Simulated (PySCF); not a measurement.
Atom-mapped SMILES (the numbers label the heavy atoms): `[OH:1][C@H:2]1[CH2:3][CH:4]=[CH:5][CH2:6][CH2:7]1`. Each H is labelled by its parent atom. Ha(C3), Ha(C6), Ha(C7) are cis to O1 on the ring; Hb(C3), Hb(C6), Hb(C7) are trans to O1 on the ring.

- spin–spin couplings from B3LYP/pcJ-1 (without the spin–dipole term)
- shieldings: GIAO PBE0/pcSseg-1
- GFN2-xTB structure
- code: PySCF 2.14.0 with density-fitted response routines
- isolated molecule, no relativistic terms, single conformer

Q: Predict the 2D correlation tables (HSQC, COSY, HMBC).

A: 

HSQC (one-bond C–H):
```csv
δH,δC,"¹J(C,H) (Hz)"
5.96 (H(C5)),135.0 (C5),161
5.91 (H(C4)),133.3 (C4),161
3.72 (H(C2)),72.2 (C2),151
2.63 (Hb(C3)),41.5 (C3),137
2.39 (Hb(C6)),30.7 (C6),133
2.23 (Ha(C6)),30.7 (C6),135
2.07 (Hb(C7)),37.4 (C7),137
1.76 (Ha(C3)),41.5 (C3),131
1.14 (Ha(C7)),37.4 (C7),132
```

COSY cross peaks (|J| ≥ 2 Hz):
```csv
δH,δH,abs. J (Hz),bonds
5.96 (H(C5)),5.91 (H(C4)),11.4,3
5.96 (H(C5)),2.63 (Hb(C3)),2.0,4
5.96 (H(C5)),2.39 (Hb(C6)),2.5,3
5.96 (H(C5)),2.23 (Ha(C6)),6.4,3
5.96 (H(C5)),1.76 (Ha(C3)),3.8,4
5.91 (H(C4)),2.63 (Hb(C3)),6.4,3
5.91 (H(C4)),2.39 (Hb(C6)),3.8,4
5.91 (H(C4)),1.76 (Ha(C3)),2.8,3
3.72 (H(C2)),2.63 (Hb(C3)),5.7,3
3.72 (H(C2)),2.07 (Hb(C7)),3.1,3
3.72 (H(C2)),1.76 (Ha(C3)),10.0,3
3.72 (H(C2)),1.14 (Ha(C7)),11.5,3
2.63 (Hb(C3)),2.39 (Hb(C6)),3.5,5
2.63 (Hb(C3)),1.76 (Ha(C3)),18.2,2
2.39 (Hb(C6)),2.23 (Ha(C6)),18.3,2
2.39 (Hb(C6)),2.07 (Hb(C7)),5.6,3
2.39 (Hb(C6)),1.76 (Ha(C3)),6.5,5
2.39 (Hb(C6)),1.14 (Ha(C7)),12.7,3
2.23 (Ha(C6)),2.07 (Hb(C7)),2.2,3
2.23 (Ha(C6)),1.76 (Ha(C3)),2.6,5
2.23 (Ha(C6)),1.14 (Ha(C7)),5.2,3
2.07 (Hb(C7)),1.14 (Ha(C7)),11.9,2
```

HMBC (two and three bonds, |J| ≥ 2.5 Hz):
```csv
δH,δC [abs. J in Hz]
5.96 (H(C5)),"41.5 (C3) [9.5], 37.4 (C7) [6.0], 30.7 (C6) [5.3]"
5.91 (H(C4)),"72.2 (C2) [7.3], 41.5 (C3) [4.0], 30.7 (C6) [10.7]"
3.72 (H(C2)),30.7 (C6) [2.6]
2.63 (Hb(C3)),"135.0 (C5) [5.8], 133.3 (C4) [6.6], 72.2 (C2) [4.2], 37.4 (C7) [6.1]"
2.39 (Hb(C6)),"135.0 (C5) [7.4], 133.3 (C4) [5.3], 37.4 (C7) [3.7]"
2.23 (Ha(C6)),"135.0 (C5) [6.8], 133.3 (C4) [7.0], 72.2 (C2) [9.4], 37.4 (C7) [3.1]"
2.07 (Hb(C7)),"135.0 (C5) [8.8], 72.2 (C2) [5.2], 41.5 (C3) [5.9], 30.7 (C6) [3.3]"
1.76 (Ha(C3)),"135.0 (C5) [5.7], 133.3 (C4) [7.8], 72.2 (C2) [5.8]"
1.14 (Ha(C7)),"72.2 (C2) [4.5], 41.5 (C3) [4.2], 30.7 (C6) [3.3]"
```

Chemical shifts δ = σref − σ; TMS for ¹H (31.72 ppm), ¹³C (186.93 ppm), all at this level.

Short H···H contacts in this conformer between protons four or more bonds apart (candidates for NOE cross peaks, intensity ∝ r⁻⁶): H(C2)···Hb(C6) 2.59 Å, Ha(C3)···Ha(C7) 2.61 Å.

The OH or NH signal is concentration- and solvent-dependent in practice; the value given is the gas-phase one. Unscaled 3J(H,H) at this level run about 10 % above measured values. Shifts are as computed. Against solution values, carbons near 30 ppm lie about +3 ppm off and those near 130 ppm about +5 ppm. Of 1211 compounds with measured shifts, 218 miss one by over three times the rms of a fit or turn the order of signals round; such compounds aren't used in these exercises.
